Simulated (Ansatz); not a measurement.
Mulliken charges of AlFH4SSi (`[F][Al]([SiH3])[SH]`) from r2SCAN/def2-TZVPP in Ansatz (PBE0-D4/def2-TZVP geometry).

```json
{"atom": "F1", "x (Å)": "1.171", "y (Å)": "-1.867", "z (Å)": "-0.844", "charge (e)": "-0.354"}
{"atom": "Al2", "x (Å)": "0.038", "y (Å)": "-0.883", "z (Å)": "-0.153", "charge (e)": "0.658"}
{"atom": "Si3", "x (Å)": "0.439", "y (Å)": "1.515", "z (Å)": "0.024", "charge (e)": "0.012"}
{"atom": "S4", "x (Å)": "-1.779", "y (Å)": "-1.843", "z (Å)": "0.564", "charge (e)": "-0.273"}
{"atom": "H5", "x (Å)": "0.617", "y (Å)": "2.114", "z (Å)": "-1.327", "charge (e)": "-0.055"}
{"atom": "H6", "x (Å)": "-0.707", "y (Å)": "2.188", "z (Å)": "0.693", "charge (e)": "-0.054"}
{"atom": "H7", "x (Å)": "1.672", "y (Å)": "1.780", "z (Å)": "0.815", "charge (e)": "-0.055"}
{"atom": "H8", "x (Å)": "-1.359", "y (Å)": "-3.061", "z (Å)": "0.174", "charge (e)": "0.120"}
```

Problem. By hand: the dipole of these point charges (1 e Å = 4.8032 D).

Solution. Σ q r = (-0.149, -0.098, 0.056) e Å, of length 0.187 e Å = 0.90 D.

Problem. How does the dipole of the full density compare? (Estimate.)

Solution. Computed: (-0.032, 0.088, 0.029) e Å, 0.47 D; the point charges give 1.91 times that, at 97° from its direction.

Point charges leave out the atoms' own dipoles, such as those of lone pairs, and Mulliken's split depends on the basis, so the two needn't agree.
